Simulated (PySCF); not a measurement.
Species: C₇H₁₀FO₂ (charge +1).
Atom-mapped SMILES: `[CH2:1]=[CH:2][C@H:3]([CH2:4][F:5])[C+:6]1[O:7][CH2:8][CH2:9][O:10]1` (hydrogens: H11, H12 on C1; H13 on C2; H14 on C3; H15, H16 on C4; H17, H18 on C8; H19, H20 on C9)

Structure used (GFN2-xTB), in Å, numbered top down from 1:
```xyz
20
C7H10FO2 angstrom
C     -2.377    1.373    0.630
C     -1.710    0.242    0.508
C     -0.885   -0.107   -0.736
C     -1.247   -1.513   -1.251
F     -2.525   -1.476   -1.705
C      0.495    0.008   -0.250
O      1.080   -0.945    0.378
C      2.370   -0.495    0.834
C      2.418    0.959    0.328
O      1.154    1.101   -0.346
H     -2.357    2.147   -0.119
H     -3.002    1.554    1.488
H     -1.743   -0.534    1.259
H     -1.077    0.638   -1.513
H     -0.610   -1.802   -2.094
H     -1.198   -2.264   -0.456
H      3.129   -1.145    0.393
H      2.400   -0.590    1.922
H      3.212    1.152   -0.398
H      2.467    1.706    1.124
```

Mulliken charges (e) from the PBE0/pcSseg-1 density (PySCF), one withheld:

| atom | bonded to | charge |
| --- | --- | --- |
| C1 | C2 H11 H12 | -0.0470 |
| C2 | C1 C3 H13 | ? |
| C3 | C2 C4 C6 H14 | -0.3680 |
| C4 | C3 F5 H15 H16 | +0.2986 |
| F5 | C4 | -0.2931 |
| C6 | C3 O7 O10 | +0.6271 |
| O7 | C6 C8 | -0.3653 |
| C8 | O7 C9 H17 H18 | +0.0028 |
| C9 | C8 O10 H19 H20 | +0.0025 |
| O10 | C9 C6 | -0.3515 |
| H11 | C1 | +0.1459 |
| H12 | C1 | +0.1659 |
| H13 | C2 | +0.1502 |
| H14 | C3 | +0.2000 |
| H15 | C4 | +0.1340 |
| H16 | C4 | +0.1328 |
| H17 | C8 | +0.1969 |
| H18 | C8 | +0.1966 |
| H19 | C9 | +0.1971 |
| H20 | C9 | +0.1970 |

**Question.** What is the charge on C2?

**Answer.** The charges add up to the total charge, 1. The others sum to +1.2225, which leaves -0.2225 e for C2 (alkene CH carbon); the computed value is -0.2226, the difference coming from rounding.

**Question.** Add each hydrogen's charge to the atom that carries it.

**Answer.** C1 +0.2648, C2 -0.0724, C3 -0.1680, C4 +0.5654, C8 +0.3963, C9 +0.3966. Atoms without hydrogen keep their charges.

**Question.** Across which bond do the charges differ most?

**Answer.** C6–C3: +0.6271 on C6 against -0.3680 on C3, a difference of 0.9951 e.

**Question.** Take the bonds between elements whose Pauling electronegativities differ by more than 0.25. In how many does the more electronegative atom carry the lower charge?

**Answer.** In 13 of 15; it doesn't in C4–H15 and C4–H16.

**Question.** How much positive and how much negative charge does this set hold in all?

**Answer.** +2.6474 e on 14 atoms and -1.6475 e on 6.

The Mulliken scheme gives each basis function's population to the atom it is centred on and halves the overlap population of two atoms between them. One conformer (not necessarily the lowest) at the GFN2-xTB geometry, without solvent, vibrations or thermal averaging.

The run behind these numbers computed NMR shieldings as well. Hardware: one thread of an Arm Neoverse V1 (shared host). Cost: 57 s.
